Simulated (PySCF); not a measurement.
## Ni+ (nickel, charge +1): UHF calculation

Configuration: [Ar] 3d8 4p1, one real determinant (an excited configuration). Calculation: PySCF 2.14, in ANO-RCC-VTZP; the spin-free X2C one-electron Hamiltonian (Gaussian nucleus).

| Quantity | Value |
| --- | --- |
| Total energy | -1518.643878 hartree |
| One-electron energy | -2097.9887 hartree |
| Hartree (Coulomb) energy | 641.6489 hartree |
| Exchange energy | -62.3040 hartree |
| ⟨S²⟩ | 3.7521 |
| ⟨L²⟩ | 14.029 |
| Sum of ⟨r⟩ | 19.11 bohr |
| Sum of ⟨r²⟩ | 29.04 bohr² |
| Traceless quadrupole moment −½Σ⟨3z² − r²⟩ along its main axis | -5.38 e·bohr² |
| Langevin diamagnetic susceptibility | -23.0 ×10⁻⁶ cm³/mol |

```json
{"shell": "1s α", "electrons": "1", "mean orbital energy (hartree)": "-309.17980", "spread (hartree)": "0", "rms radius, mean of both spins (bohr)": "0.0624"}
{"shell": "1s β", "electrons": "1", "mean orbital energy (hartree)": "-309.17706", "spread (hartree)": "0", "rms radius, mean of both spins (bohr)": "0.0624"}
{"shell": "2s α", "electrons": "1", "mean orbital energy (hartree)": "-39.04927", "spread (hartree)": "0", "rms radius, mean of both spins (bohr)": "0.265"}
{"shell": "2s β", "electrons": "1", "mean orbital energy (hartree)": "-38.97637", "spread (hartree)": "0", "rms radius, mean of both spins (bohr)": "0.265"}
{"shell": "2p α", "electrons": "3", "mean orbital energy (hartree)": "-33.51432", "spread (hartree)": "0.00199", "rms radius, mean of both spins (bohr)": "0.238"}
{"shell": "2p β", "electrons": "3", "mean orbital energy (hartree)": "-33.44151", "spread (hartree)": "0.00243", "rms radius, mean of both spins (bohr)": "0.238"}
{"shell": "3s α", "electrons": "1", "mean orbital energy (hartree)": "-5.48776", "spread (hartree)": "0", "rms radius, mean of both spins (bohr)": "0.796"}
{"shell": "3s β", "electrons": "1", "mean orbital energy (hartree)": "-5.28831", "spread (hartree)": "0", "rms radius, mean of both spins (bohr)": "0.796"}
{"shell": "3p α", "electrons": "3", "mean orbital energy (hartree)": "-3.81700", "spread (hartree)": "0.00041", "rms radius, mean of both spins (bohr)": "0.847"}
{"shell": "3p β", "electrons": "3", "mean orbital energy (hartree)": "-3.57672", "spread (hartree)": "0.00947", "rms radius, mean of both spins (bohr)": "0.847"}
{"shell": "3d α", "electrons": "5", "mean orbital energy (hartree)": "-1.12196", "spread (hartree)": "0.06245", "rms radius, mean of both spins (bohr)": "1.10"}
{"shell": "3d β", "electrons": "3", "mean orbital energy (hartree)": "-1.02638", "spread (hartree)": "0.00731", "rms radius, mean of both spins (bohr)": "1.10"}
{"shell": "4p α", "electrons": "1", "mean orbital energy (hartree)": "-0.40279", "spread (hartree)": "0", "rms radius, mean of both spins (bohr)": "3.66"}
```

⟨L²⟩ = 14.03 against 20 for a pure G term, so this real determinant mixes terms.

Densities and radii are taken from the X2C orbitals without a picture-change correction, which distorts them close to the nucleus.

Spin-orbit constants ζ (cm⁻¹) from the X2C one-electron operator on these orbitals: bare nucleus, nucleus screened by l(l+1)(2l+1)/3 electrons, and screened by the Breit-Pauli mean field of the electrons.

```
shell   bare  screened nucleus  mean field
   2p  98550             91510         n/a
   3p  12250             11380         n/a
   3d   1157             744.0         n/a
   4p  469.1             435.6         n/a
```

To first order the Landé constant is A = -149.7 cm⁻¹, so the lowest level has J = 11/2 and lies 0.111 eV below the centre of the term. This holds in LS coupling only.
